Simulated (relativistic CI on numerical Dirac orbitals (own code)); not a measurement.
## Sensitivity of the levels of Sr to α and to the nuclear radius

Method of calculation: Dirac-Coulomb-Breit CI, KLI orbitals optimised for each configuration, valence Slater integrals scaled by 0.85, P86 correlation energy added to each configuration, derivatives by finite differences, QED left out (own radial code, finite nucleus).

CI space (outside the closed core [Kr]): 5s², 5s5p, 5s4d, 5s6s, 4d5p, 5s5d, 5p², 4d². Levels of other configurations are missing.

With x = (α/α₀)² − 1 an excitation energy changes as ω = ω₀ + qx; K = 2q/ω₀ is the relative enhancement. Terms are leading LS components, so labels can repeat. The field-shift factor is F = δν/δ⟨r²⟩ for the transition from the lowest level.

Lowest level 5s² ¹S0.

```
    Level  ω₀ (cm⁻¹)  q (cm⁻¹)       K  F (GHz/fm²)
5s5p ³P°0    12671.8     416.1  0.0657       -0.771
5s5p ³P°1    12840.9     588.9  0.0917       -0.773
5s5p ³P°2    13187.9     951.8   0.144       -0.776
 5s4d ³D1    18509.9      1984   0.214        -1.03
 5s4d ³D2    18529.0      1990   0.215        -1.02
 5s4d ³D3    18559.1      2001   0.216        -1.02
 5s4d ¹D2    20341.8      1953   0.192        -1.18
5s5p ¹P°1    20949.6     918.2  0.0877       -0.785
 5s6s ³S1    29188.3     363.9  0.0249       -0.224
 5s6s ¹S0    30581.4       465  0.0304       -0.269
4d5p ³F°2    32459.4      2605   0.161        -1.86
4d5p ³F°3    32706.9      2821   0.172        -1.86
4d5p ¹D°2    32813.4      3028   0.185        -1.87
```

Correlation outside the listed configurations is missing or only estimated: errors of thousands of cm⁻¹ between configurations and terms are usual at this charge. Rates and lifetimes follow the computed energies and can be off by large factors. The fine structure of a lone outer electron comes out too small, for d and f at times inverted, and misplaced configurations move strength between like terms.
